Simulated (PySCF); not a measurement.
1,1,1,2-tetrafluoroethane (C₂H₂F₄), SMILES FCC(F)(F)F. Heavy atoms are numbered as in [F:1][CH2:2][C:3]([F:4])([F:5])[F:6]. Hydrogens are named by the atom that carries them.

The structure is a stationary point at PBE-D3(BJ)/def2-SVP.

All values below come from KT2/pcSseg-1 (PySCF).

GIAO shieldings, no solvent; atoms alike by connectivity are averaged. δ = σ(ref) − σ: ¹⁹F against CFCl3 (σ = 127.1 ppm); ¹³C against TMS (σ = 185.1 ppm); ¹H against TMS (σ = 31.47 ppm), references at their B3LYP-D3(BJ)/def2-TZVP geometries, non-relativistic.

```csv
nucleus,atoms,count,δ (ppm)
¹⁹F,F4,3,-115.8
¹⁹F,F1,1,-291.1
¹³C,C3,1,134.9
¹³C,C2 (CH2),1,85.0
¹H,H on C2,2,5.01
```
